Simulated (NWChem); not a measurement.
System: C₃H₃N₂ anion

```xyz
8

C     -0.6982     0.0000    -0.9017
C      0.6982     0.0000    -0.9017
N      1.1439     0.0000     0.3924
C      0.0000     0.0000     1.1046
N     -1.1439     0.0000     0.3924
H     -1.3877     0.0000    -1.7497
H      1.3877     0.0000    -1.7497
H      0.0000     0.0000     2.1991
```
Atoms are numbered in this order, from 1.

All runs: NWChem. Sets without diffuse functions describe the anion's extra electron poorly. Geometry: optimised at B3LYP/def2-SVPD. No frequency run checked for a minimum. The highest occupied level is positive in some or all of these runs, so the extra electron may be held by the finite basis. Total energies compare along this basis series because the functional is fixed.

```csv
level,basis functions,energy (Ha),highest occupied level (eV),orbital gap (eV)
B3LYP/cc-pVDZ,85,-225.6468,0.20,7.05
B3LYP/aug-cc-pVDZ,142,-225.6819,-0.56,3.63
B3LYP/cc-pVTZ,192,-225.7227,-0.20,6.32
```
